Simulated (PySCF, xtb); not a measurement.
YF3, SMILES [F][Y]([F])[F].

Harmonic wavenumbers (cm⁻¹) from GFN2-xTB (xtb) at its own minimum, in rising order: 130, 150, 150, 334, 401, 401.

Problem. What does PBE0-D3(BJ)/def2-TZVP run with PySCF 2.14.0 give at its own minimum? (An estimate is asked for; the answer gives what the named calculation found.)

Solution. 32, 142, 142, 572, 594, 594. Paired by order, the mean absolute difference is 123 cm⁻¹ and the zero-point energies are 2.2 and 3.0 kcal/mol.
